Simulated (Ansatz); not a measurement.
C3H10OSiZn, singlet, at a GFN2-xTB geometry (such geometries of metal compounds can be far from the true shape); CASSCF(4,5)/STO-3G (Ansatz, a quantum-chemistry and plane-wave program).

Ansatz was given this input:
Ansatz 0.2 input:
```yaml
crystal:
  periodic: [false, false, false]
  atoms:
    - {symbol: Zn, position_ang: [-0.64058386, -0.11339858, -0.25211474]}
    - {symbol: C, position_ang: [-0.82063697, -1.69828741, 1.00059841]}
    - {symbol: C, position_ang: [-0.68087449, -1.16711292, 2.42016072]}
    - {symbol: C, position_ang: [0.31145380, -2.65870598, 0.66473468]}
    - {symbol: H, position_ang: [-1.77207858, -2.21887215, 0.90524669]}
    - {symbol: H, position_ang: [-0.64428094, -2.00462587, 3.12005559]}
    - {symbol: H, position_ang: [0.23860564, -0.59408583, 2.53950263]}
    - {symbol: H, position_ang: [-1.52346431, -0.53539374, 2.69497331]}
    - {symbol: H, position_ang: [0.18319866, -3.09761050, -0.32299049]}
    - {symbol: H, position_ang: [0.32916943, -3.47030197, 1.39520624]}
    - {symbol: H, position_ang: [1.27883636, -2.15778308, 0.70108969]}
    - {symbol: O, position_ang: [0.57685729, 1.13539612, -0.66475338]}
    - {symbol: Si, position_ang: [1.35000765, 2.37974278, -1.30131059]}
    - {symbol: H, position_ang: [1.35914427, 2.26116007, -2.76710847]}
    - {symbol: H, position_ang: [2.71764552, 2.33776889, -0.76898512]}
    - {symbol: H, position_ang: [0.67612020, 3.62677169, -0.91013564]}
basis:
  gaussian:
    orbitals: STO-3G
hamiltonian:
  xc: hf
magnetization: {spin_polarized: false}
correlation: {active_space: {window: {electrons: 4, orbitals: 5}}}
```

It wrote (shortened):

```
Functional definition: HF
682 factors; integrals over basis functions are off by at most 3.6e-4 eV
mean field evaluation 1: about -59993.8390 eV, gradient 4.0e2 eV
mean field evaluation 2: about -59994.4400 eV, gradient 4.0e2 eV
mean field evaluation 4: about -59451.7356 eV, gradient 2.9e2 eV
mean field evaluation 8: about -60807.5765 eV, gradient 2.0e1 eV
mean field evaluation 16: about -60809.9740 eV, gradient 9.7e-1 eV
mean field evaluation 32: about -60811.7451 eV, gradient 3.4e0 eV
mean field evaluation 64: about -60572.4056 eV, gradient 2.8e2 eV
mean field evaluation 96: about -60809.8496 eV, gradient 4.7e0 eV
mean field evaluation 128: about -60809.9385 eV, gradient 2.0e-2 eV
mean field -60811.96930079 eV, -2234.7986519707 hartree, gradient 2.1e-6 eV, S^2 0.000000; 8 other end points of the search recorded, 0 dependent functions left out
reference -60811.96930079 eV, -2234.7986519707 hartree; 40, 40 occupied and 17, 17 virtual orbitals, 682 factors
state -60814.12503961 eV, -2234.8778739113 hartree
Total energy: -60814.12503961 eV, -2234.8778739113 hartree
```
